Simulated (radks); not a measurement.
Results of a calculation; reference values are marked as such.
All-electron atom: the niobium ion Nb+ in [Kr] 4d4. Level of theory: Dirac Kohn-Sham, BLYP, spin-unpolarised, spherical densities, finite nucleus; open shells fill j = l - 1/2 first; Fermi nuclear charge, rms radius 4.324 fm (a radial shooting solver on a logarithmic mesh with Libxc functionals).

Radial electron density D(r) = 4 pi r^2 rho(r):

r (bohr)  D(r) (e/bohr)
0.003729          7.552
0.004273          9.364
0.004895          11.53
0.005608          14.10
0.006477          17.29
0.007421          20.75
0.008502          24.62
0.009818          29.11
0.01125           33.59
0.01289           38.13
0.01488           42.73
0.01705           46.57
0.01954           49.59
0.02256           51.58
0.02585           52.09
0.02961           51.28
0.0342            49.26
0.03918           46.84
0.04489           44.74
0.05184           43.87
0.0594            45.08
0.06805           48.48
0.07859           53.85
0.09004           59.17
0.1032            62.85
0.1182            63.27
0.1365            59.42
0.1564            52.70
0.1792            45.36
0.2069            40.02
0.237             39.18
0.2716            42.06
0.3136            46.29
0.3593            47.85
0.4117            44.76
0.4754            36.68
0.5447            27.00
0.6241            18.43
0.7207            12.72
0.8257            10.62
0.946             10.40
1.093             10.39
1.252             9.579
1.434             7.912
1.656             5.766
1.897             3.922
2.174             2.521
2.491             1.571
2.876            0.9340
3.295            0.5557
3.775            0.3133
4.36             0.1554
4.995           0.07086
5.723           0.02783
6.609          0.008548
7.572          0.002283

D(r) has 4 maxima, at r = 0.0254, 0.112, 0.354, 1.02 bohr, and minima at 0.0514, 0.228, 0.902 bohr, inside which lie 2.06, 11.11, 29.40 electrons.
